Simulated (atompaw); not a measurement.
**Yb PAW (atompaw): all-electron and pseudo phase curves**

ytterbium, PAW, made with atompaw 4.2.0.5 (PBE, non-relativistic). Core [Kr] 4d10, reference 4f14 5s2 5p6 5d0 6s1 6p1. Waves: 5s (bound): rc 2.40 bohr; 6s (bound): rc 2.70 bohr; 5p (bound): rc 1.60 bohr; 6p (bound): rc 2.65 bohr; 5d (bound, empty): rc 3.00 bohr; 5d channel at 0.55 Ry: rc 3.00 bohr; 4f (bound): rc 1.25 bohr; 4f channel at 0.7 Ry: rc 1.25 bohr. Local part: troulliermartins scheme with l = 4 at 0 Ry, radius 2.80 bohr. Core correction: smooth core density matched at 2.70 bohr. Augmentation charge: sinc compensation charge, radius 2.90 bohr; PAW radius 3.00 bohr; waves and projectors: custom polynom2 7 10 vanderbiltortho.

The phase is arctan(r·u′/u) with u = r·R(r), unwrapped; energies in Ry, scanned from -5 to 5 Ry. A pole is an energy at which the radial function vanishes at the test radius. The pseudo phase is shifted by a multiple of π to meet the all-electron one at the reference energy, and phase errors are pseudo minus all-electron; the curves can meet again beyond the range given. Levels narrower than the energy grid can be missing from the lists of poles.

```
channel  radius (bohr)  reference energy (Ry)  poles, all-electron  poles, pseudo  unbroken range about the reference energy with phases within 0.05 rad  phase error 1 Ry above the reference energy (rad)
      s           3.00                  -0.31          -3.42, 2.16    -3.42, 1.67                                                              below 1.5                                             -0.029
      p           3.00                  -0.14          -1.92, 3.18    -1.92, 2.14                                                              below 0.5                                             -0.132
      d           3.00                  -0.17                 0.45           0.45                                                              below 2.2                                             +0.000
      f           3.00                  -0.65          -0.64, 3.16    -0.64, 3.27                                                              below 4.2                                             +0.000
```

A Bessel basis up to 400 Ry misses an occupied level by 0.03 Ry, so cutoffs and ghosts were not judged.

Phases in the d channel:

```
E (Ry)  all-electron  pseudo
 -5.00         1.419   1.420
 -4.52         1.411   1.412
 -4.04         1.401   1.402
 -3.56         1.389   1.390
 -3.08         1.375   1.375
 -2.60         1.355   1.356
 -2.12         1.328   1.329
 -1.64         1.286   1.287
 -1.16         1.210   1.210
 -0.68         0.999   0.999
 -0.20        -0.478  -0.478
  0.28        -1.484  -1.484
  0.76        -1.674  -1.674
  1.24        -1.798  -1.798
  1.72        -1.972  -1.965
  2.20        -2.428  -2.369
  2.68        -3.716  -3.543
  3.16        -4.326  -4.248
  3.64        -4.513  -4.465
  4.12        -4.602  -4.564
  4.60        -4.657  -4.622
```
